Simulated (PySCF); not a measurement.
## Bonding in `C=C(C)C#C[C@H](C)C#N`

C8H9N.
SMILES with atom numbers: `[CH2:1]=[C:2]([CH3:3])[C:4]#[C:5][C@H:6]([CH3:7])[C:8]#[N:9]` (hydrogens: H10, H11 on C1; H12, H13, H14 on C3; H15 on C6; H16, H17, H18 on C7)

Cartesian coordinates in Å at the GFN2-xTB level; atoms count from 1:
```
atom  x, y, z in Å
C1     2.7725    0.5395   -0.8436
C2     1.9743   -0.0891    0.0150
C3     2.4578   -0.7735    1.2583
C4     0.5741   -0.1515   -0.1978
C5    -0.6140   -0.2285   -0.3659
C6    -2.0574   -0.2834   -0.5485
C7    -2.6543    1.1237   -0.7031
C8    -2.6356   -0.9489    0.6028
N9    -3.0845   -1.4623    1.5194
H10    2.3886    1.0210   -1.7268
H11    3.8361    0.5898   -0.6850
H12    2.1880   -1.8289    1.2350
H13    3.5370   -0.6828    1.3503
H14    1.9856   -0.3331    2.1359
H15   -2.2866   -0.8851   -1.4397
H16   -3.7323    1.0627   -0.8378
H17   -2.2141    1.6149   -1.5681
H18   -2.4439    1.7216    0.1815
```

Bond orders from the PBE0/pcSseg-1 density (PySCF). Geometry: GFN2-xTB; no solvent, vibrations or thermal averaging.

(1) How far do the computed orders between heavy atoms stray from the drawn ones?

(2) Give the Mayer order of every bond, beside its length.

## Answers

(1) The largest departure is 0.615, at C4–C5 (drawn triple, 2.385). Drawn double or triple, more than 0.30 short of the drawn order: C4–C5 (2.385).

(2) 
```tsv
bond	drawn as	length (Å)	Mayer order
C1–C2	double	1.330	1.952
C2–C3	single	1.499	1.068
C2–C4	single	1.418	1.063
C4–C5	triple	1.202	2.385
C5–C6	single	1.456	1.006
C6–C7	single	1.536	1.026
C6–C8	single	1.450	0.984
C8–N9	triple	1.143	3.066
C1–H10	single	1.077	0.949
C1–H11	single	1.077	0.936
C3–H12	single	1.090	0.948
C3–H13	single	1.087	0.953
C3–H14	single	1.090	0.948
C6–H15	single	1.099	0.900
C7–H16	single	1.088	0.958
C7–H17	single	1.088	0.961
C7–H18	single	1.088	0.961
```

By pair of heavy elements: C–C: lowest C6–C8 (0.984, 1.450 Å), highest C4–C5 (2.385, 1.202 Å); in 5 of the 21 pairs the longer bond (by over 0.003 Å) has the higher order (by 0.02 or more).

Sum the orders of all bonds at each heavy atom with more than one neighbour and set the sums beside the valence in the SMILES.

C1 3.837 (drawn 4), C2 4.083 (drawn 4), C3 3.917 (drawn 4), C4 3.448 (drawn 4), C5 3.391 (drawn 4), C6 3.916 (drawn 4), C7 3.906 (drawn 4), C8 4.050 (drawn 4). Orders between atoms that aren't bonded are not in these sums.

The Mayer order sums products of elements of PS (density times overlap matrix) between the two atoms' basis functions, so it depends on the basis set.
